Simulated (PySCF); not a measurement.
Correlation energy of Cu (copper, neutral)

[Ar] 3d10 4s1, 2S determinant. All numbers are calculated (PySCF 2.14, the non-relativistic Hamiltonian (point nucleus), in dyall-av2z). Frozen: [Ar]; 11 electrons correlated; the 33 highest virtual orbitals of each spin left out.

MP2 pair energies summed by pair of shells (mhartree):

```tsv
pair	energy	share (%)
3d-3d	-432.34	94.9
3d-4s	-23.13	5.1
```

Total MP2 correlation energy: -455.47 mhartree.

Same-spin part -169.23 and opposite-spin part -286.24 mhartree; SCS-MP2 scales them by 1/3 and 6/5 to -399.90 mhartree.
